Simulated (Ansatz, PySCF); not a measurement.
Isomers of C4H4O: 1 is c1ccoc1, 2 is CC#CC=O; one conformer of each (the lowest of an xTB search), B3LYP-D3(BJ)/def2-TZVP minima.
Isomer 1 (charge 0, multiplicity 1):
```xyz
9

C     -0.834    -0.561    -0.198
C      0.552    -0.864     0.001
C      1.168     0.322     0.228
O      0.266     1.340     0.185
C     -0.949     0.783    -0.075
H     -1.631    -1.256    -0.403
H      1.019    -1.833    -0.024
H      2.187     0.602     0.426
H     -1.777     1.466    -0.140
```
Isomer 2 (charge 0, multiplicity 1):
```json
[
 {"atom": "C", "x (Å)": "1.8177", "y (Å)": "-0.0419", "z (Å)": "0.0223"},
 {"atom": "C", "x (Å)": "0.3683", "y (Å)": "-0.0082", "z (Å)": "0.0027"},
 {"atom": "C", "x (Å)": "-0.8366", "y (Å)": "-0.0068", "z (Å)": "-0.0160"},
 {"atom": "C", "x (Å)": "-2.2734", "y (Å)": "0.0573", "z (Å)": "-0.0293"},
 {"atom": "O", "x (Å)": "-2.9992", "y (Å)": "-0.8976", "z (Å)": "-0.1826"},
 {"atom": "H", "x (Å)": "2.1722", "y (Å)": "-0.5758", "z (Å)": "0.9069"},
 {"atom": "H", "x (Å)": "2.2007", "y (Å)": "-0.5639", "z (Å)": "-0.8571"},
 {"atom": "H", "x (Å)": "2.2387", "y (Å)": "0.9648", "z (Å)": "0.0382"},
 {"atom": "H", "x (Å)": "-2.6884", "y (Å)": "1.0722", "z (Å)": "0.1147"}
]
```

No zero-point or thermal terms.

Frozen-core correlation. Rows in 6-31G*, STO-3G carry no dispersion term and start afresh at each structure (6-31G* with six Cartesian d functions). MP2/6-31G* freezes PySCF's default core.

The values were computed with Ansatz (Gaussian basis) for Hartree–Fock, density functionals and correlated methods; PySCF for 6-31G* rows, STO-3G rows. Each number belongs to the level named beside it.

**Question.** What is the computed electronic energy of isomer 2 less that of isomer 1 (HF/STO-3G)?

**Answer.** 47.7 kcal/mol

**Question.** Predict the electronic energy of isomer 2 less that of isomer 1 from MP2/6-31G*.

**Answer.** 29.7 kcal/mol

**Question.** Estimate the electronic energy of isomer 2 less that of isomer 1 that CCSD/cc-pVDZ returns for this input.

**Answer.** 28.0 kcal/mol

Ansatz is a quantum-chemistry and plane-wave program.
